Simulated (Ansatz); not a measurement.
Reactions of C2H5NOSi (`N=C=C(O)[SiH3]`).

Gas-phase electronic energies from Ansatz, PBE0-D4/def2-TZVP geometries. CCSD(T)/CBS is the MP2 limit (def2-TZVPP, def2-QZVPP) plus CCSD(T) − MP2 in def2-TZVPP, frozen cores. This one scheme is used for every species. DFT in def2-TZVPP. For Mg, Se outer-core shells are correlated without core-valence functions, which leaves a few kJ/mol of doubt a bond. Scalar relativity is left out up to krypton. Each species was taken in one conformer, which may not be the lowest.

```
                                                            reaction  B2PLYP (kJ/mol)  CCSD(T)/CBS(def2) (kJ/mol)
`N=C=C(O)[SiH3]` + `[CH3][Mg][OH]` → `[CH3][Mg][O][SiH3]` + `N=C=CO`             -115                        -114
                    `N=C=C(O)[SiH3]` + HCl → `N=C=C([SiH3])Cl` + H₂O              -37                         -42
                       `N=C=C(O)[SiH3]` + PH₃ → `[SiH3]P` + `N=C=CO`               -7                          -9
                `N=C=C(O)[SiH3]` + H₂Se → `N=C=C([SiH3])[SeH]` + H₂O              -82                         -89
       `N=C=C(O)[SiH3]` + `S[SiH2]Cl` → `[SiH3]S[SiH2]Cl` + `N=C=CO`              -47                         -53
       `N=C=C(O)[SiH3]` + `N=C[SeH]` → `[SiH3]/N=C\[SeH]` + `N=C=CO`              -37                         -34
                             `N=C=C(O)[SiH3]` + H₂ → `N=C=CO` + SiH₄              -15                          -9
                              `N=C=C(O)[SiH3]` → `N=C=CO` + `[SiH2]`              243                         247
                         `N=C=C(O)[SiH3]` + H₂O → `N=C=C(O)O` + SiH₄               80                          90
           `N=C=C(O)[SiH3]` + `C=C(O)S` → `C=C(O)S[SiH3]` + `N=C=CO`              -42                         -46
```

Largest T1 diagnostic: 0.014, for `N=C=C(O)[SiH3]`.
